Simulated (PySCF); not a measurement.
Compound: C6H9PS.
SMILES: `C#CC[P@](C)(=S)C=C`

Computed with PySCF 2.14.0, density-fitted response routines, TDDFT CAM-B3LYP/def2-SVPD, vertical, gas phase, core orbitals frozen in the response. The structure is a single GFN2-xTB conformer in the gas phase; no vibrational or solvent corrections. Torsions of this conformer, `[CH:1]#[C:2][CH2:3][P@:4]([CH3:5])(=[S:6])[CH:7]=[CH2:8]`: C2–C3–P4–C5 -55°, C3–P4–C7–C8 127°.

```json
{"state": "S1", "E (eV)": "5.20", "E (kJ/mol)": "502", "λ (nm)": "238.4", "f": "0.0009", "main configurations (H = HOMO, L = LUMO)": "H-1→L (94%)"}
{"state": "S2", "E (eV)": "5.30", "E (kJ/mol)": "512", "λ (nm)": "233.8", "f": "0.017", "main configurations (H = HOMO, L = LUMO)": "H→L (94%)"}
{"state": "S3", "E (eV)": "5.90", "E (kJ/mol)": "569", "λ (nm)": "210.2", "f": "0.040", "main configurations (H = HOMO, L = LUMO)": "H→L+1 (47%), H→L+2 (30%)"}
{"state": "S4", "E (eV)": "5.98", "E (kJ/mol)": "577", "λ (nm)": "207.2", "f": "0.030", "main configurations (H = HOMO, L = LUMO)": "H-1→L+1 (46%), H-1→L+2 (31%)"}
{"state": "S5", "E (eV)": "6.34", "E (kJ/mol)": "611", "λ (nm)": "195.7", "f": "0.040", "main configurations (H = HOMO, L = LUMO)": "H→L+2 (51%), H→L+1 (17%), H→L+4 (10%)"}
{"state": "S6", "E (eV)": "6.43", "E (kJ/mol)": "620", "λ (nm)": "192.9", "f": "0.026", "main configurations (H = HOMO, L = LUMO)": "H-1→L+2 (24%), H-3→L+2 (11%), H-1→L+1 (10%)"}
{"state": "S7", "E (eV)": "6.46", "E (kJ/mol)": "623", "λ (nm)": "192.1", "f": "0.024", "main configurations (H = HOMO, L = LUMO)": "H-1→L+2 (27%), H→L+3 (13%), H-1→L+1 (10%)"}
{"state": "S8", "E (eV)": "6.56", "E (kJ/mol)": "633", "λ (nm)": "188.9", "f": "0.0060", "main configurations (H = HOMO, L = LUMO)": "H-3→L+2 (17%), H→L+7 (15%), H→L+3 (13%)"}
```

Triplets, Tamm–Dancoff:

```json
{"state": "T1", "E (eV)": "4.38", "λ (nm)": "282.7", "main configurations (H = HOMO, L = LUMO)": "H-4→L (50%), H-2→L (38%)"}
{"state": "T2", "E (eV)": "5.07", "λ (nm)": "244.4", "main configurations (H = HOMO, L = LUMO)": "H-1→L (67%), H→L (12%)"}
{"state": "T3", "E (eV)": "5.12", "λ (nm)": "242.2", "main configurations (H = HOMO, L = LUMO)": "H→L (53%), H-1→L (25%)"}
```

The lowest singlet lies at 5.20 eV (238 nm, ultraviolet) and is very weak; its leading configuration is HOMO-1→LUMO (94%). The largest oscillator strength of a single state is 0.040. Löwdin shares by element: HOMO sulfur 73%, phosphorus 14%, carbon 4% or more; LUMO carbon 64% or more, phosphorus 8%, hydrogen 6% or more (atoms not listed hold the other 23%). Orbital energies (eV): HOMO-3 -9.77, HOMO-2 -9.61, HOMO-1 -7.88, HOMO -7.78, LUMO 0.31, LUMO+1 1.01, LUMO+2 1.17. Weighted by f, the mean energy of these states is 6.12 eV. Of the 8 states listed, 6 reach f = 0.01 and none stays under 0.0005. No computed singlet lies in the visible range (380 to 750 nm); the lowest, at 238 nm, stands 1.94 eV above its violet end (3.26 eV). Only the lowest 8 singlets were computed, as vertical energies without vibronic structure.
